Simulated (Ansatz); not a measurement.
Input file for C3H12AlNO2Si, SMILES `C[O][Al]([O][SiH3])[N](C)C`:

```yaml
crystal:
  periodic: [false, false, false]
  atoms:
    - {symbol: C, position_ang: [0.812568, 2.588603, 1.503972]}
    - {symbol: O, position_ang: [-0.082042, 1.594188, 1.103022]}
    - {symbol: Al, position_ang: [0.038357, 0.221886, 0.138646]}
    - {symbol: O, position_ang: [1.489837, -0.209681, -0.596026]}
    - {symbol: Si, position_ang: [2.999698, -0.359208, -1.159961]}
    - {symbol: N, position_ang: [-1.395909, -0.768915, -0.093420]}
    - {symbol: C, position_ang: [-2.673510, -0.461777, 0.503199]}
    - {symbol: C, position_ang: [-1.424989, -1.967063, -0.894866]}
    - {symbol: H, position_ang: [0.891241, 2.608061, 2.596338]}
    - {symbol: H, position_ang: [0.457052, 3.571348, 1.175874]}
    - {symbol: H, position_ang: [1.820257, 2.440802, 1.095660]}
    - {symbol: H, position_ang: [2.995064, -0.364476, -2.647846]}
    - {symbol: H, position_ang: [3.851045, 0.771424, -0.695012]}
    - {symbol: H, position_ang: [3.604334, -1.631263, -0.680407]}
    - {symbol: H, position_ang: [-2.611425, 0.449670, 1.101141]}
    - {symbol: H, position_ang: [-3.450022, -0.312021, -0.261000]}
    - {symbol: H, position_ang: [-3.017398, -1.273849, 1.160206]}
    - {symbol: H, position_ang: [-2.146299, -1.884006, -1.720909]}
    - {symbol: H, position_ang: [-0.443417, -2.168572, -1.329314]}
    - {symbol: H, position_ang: [-1.714423, -2.845150, -0.299299]}
basis:
  gaussian: {orbitals: def2-TZVPP}
correlation: {method: ccsd_t}
output: {orbitals: {seedname: orbitals}}
```

```sh
$ ansatz run in.yaml --threads 3 --pin off --events-out ev --progress --plain --backend cuda
```

Output of Ansatz, abridged:

```
Functional definition: HF
2575 factors; integrals over basis functions are off by at most 1.2e-3 eV
mean field evaluation 1: about -23283.7423 eV, gradient 6.0e1 eV
mean field evaluation 2: about -23284.1358 eV, gradient 6.0e1 eV
mean field evaluation 4: about -23291.5753 eV, gradient 5.6e0 eV
mean field evaluation 8: about -23291.6964 eV, gradient 3.6e-1 eV
mean field evaluation 16: about -23291.6970 eV, gradient 1.4e-6 eV
mean field -23291.69700115 eV, -855.9540771130 hartree, gradient 1.4e-6 eV, S^2 0.000000; 0 other end points of the search recorded, 0 dependent functions left out
16 core orbitals not correlated: weight in the atoms' cores, before any rotation towards them, 1.000 or more for the frozen orbitals, at most 0.000 for the correlated occupied ones
reference -23291.69700115 eV, -855.9540771130 hartree; 24, 24 occupied and 398, 398 virtual orbitals, 2575 factors
second order -38.21417424 eV of doubles, -0.00000000 eV of singles
cycle   1  -38.89426157 eV  change   -6.8e-1 eV  update   1.3e-1
cycle   2  -39.83158007 eV  change   -9.4e-1 eV  update   3.8e-2
cycle   3  -40.04490176 eV  change   -2.1e-1 eV  update   1.9e-2
cycle   4  -40.02589673 eV  change    1.9e-2 eV  update   4.3e-3
cycle   5  -40.02517660 eV  change    7.2e-4 eV  update   2.0e-3
cycle   6  -40.02616223 eV  change   -9.9e-4 eV  update   6.2e-4
cycle   7  -40.02571234 eV  change    4.5e-4 eV  update   2.5e-4
cycle   8  -40.02561373 eV  change    9.9e-5 eV  update   7.9e-5
cycle   9  -40.02564857 eV  change   -3.5e-5 eV  update   3.1e-5
perturbative correction -1.47550796 eV, -0.0542239176 hartree
Total energy: -23333.19815769 eV, -857.4792164852 hartree
```

It took 18 s on 3 threads of an AMD EPYC 7R13 on a shared host and a share of an NVIDIA H100 80 GB, with 1.9 GiB of host memory at the peak.

Correlation energy per correlated electron: -0.865 eV. T1 diagnostic: 0.0114.
